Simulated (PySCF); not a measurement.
**[MnF5]2-: what the settings change**

[MnF5]2-: Mn(III) (d4), charge -2. The structure is a PBE0-D3(BJ)/def2-TZVP, IEF-PCM water geometry optimised for multiplicity 5; coordination trigonal bipyramidal, point group C2v, metal–donor distances 1.82–1.92 Å.

```
6

Mn    0.0000    0.0000    0.0000
F     0.0015    0.0025    1.8210
F     0.0015    0.0025   -1.8210
F     1.9132   -0.0316    0.0000
F    -0.9840    1.6410    0.0000
F    -0.9605   -1.6636    0.0000
```

Method (PySCF 2.14, density fitting): CASSCF(4,5) with orbitals averaged over all microstates of the shell, strongly contracted NEVPT2 on the averaged canonical orbitals; basis x2c-TZVPall on the metal, x2c-SVPall elsewhere; spin-free X2C; IEF-PCM water; spin-orbit coupling by state interaction with the mean-field operator over all roots.

Base run: NEVPT2 ground state 5A1, next 5A1 at 15855, then 5B2 at 16186 cm⁻¹, B(CASSCF) 1106, ζ 336 cm⁻¹, D 2.95 cm⁻¹, g 1.978 1.980 2.002, μeff(300 K) 4.88 μB.

(1) What happens with the basis x2c-TZVPall on all atoms?

(2) What happens with orbitals averaged over the highest spin alone?

No frequencies were computed for the optimised geometry. NEVPT2 lifts 5B2 from 13736 to 16186 cm⁻¹; on the d shell alone such lifts tend to overshoot. NEVPT2 on the d shell alone tends to put d–d bands too high for such charged or covalently bound ions.

## Answers

(1) NEVPT2 ground state 5A1, next 5A1 at 15711, then 5B2 at 16031 cm⁻¹, B(CASSCF) 1106, ζ 336 cm⁻¹, D 2.98 cm⁻¹, g 1.978 1.979 2.002, μeff(300 K) 4.88 μB. It took 18 s against 11 s on a shared host of the same kind.

(2) NEVPT2 ground state 5A1, next 5A1 at 15418, then 5B2 at 15738 cm⁻¹, B(CASSCF) 1142, ζ 347 cm⁻¹, D 3.20 cm⁻¹, g 1.976 1.978 2.002, μeff(300 K) 4.87 μB.
